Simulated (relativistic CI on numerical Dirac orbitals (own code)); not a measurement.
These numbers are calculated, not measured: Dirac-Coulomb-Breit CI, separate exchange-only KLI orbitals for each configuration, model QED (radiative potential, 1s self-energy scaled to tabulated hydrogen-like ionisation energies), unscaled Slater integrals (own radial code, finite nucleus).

The strongest absorption lines from the ground level of an ion, among the configurations computed and to levels below about 88 eV (vacuum wavelength in nm, gf): 20.242 (0.51), 20.254 (11), 20.367 (7.2), 20.635 (0.76), 20.869 (4.3), 22.621 (7.4), 31.668 (0.39), 40.551 (0.58).

(1) Which ion is it?
A. Ag XI
B. Tc IX
C. Rh IX
D. Tc VII

Results:

(1) D. Tc VII has 37 electrons and the ground level 4s2 4p6 4d 2D_3/2; the strongest line goes to 4s2 4p5 4d2 2D°_3/2. The pattern of lines fixes the number of electrons, and along that sequence the line energies rise steadily with the charge (about as its square where n changes within one kind of shell, about linearly where n is kept but much faster in heavy ions where fine structure, which grows about as Z⁴, sets the gap, and irregularly where shells cross), which fixes Z. Configurations outside the model, such as inner-shell arrays, can give stronger lines. At this charge configurations can still be misplaced by up to about 7 % of their energy.

LS names give the leading component of a level, which can be under half, so a name can repeat, a term be missing and a line seem to break the LS rules.
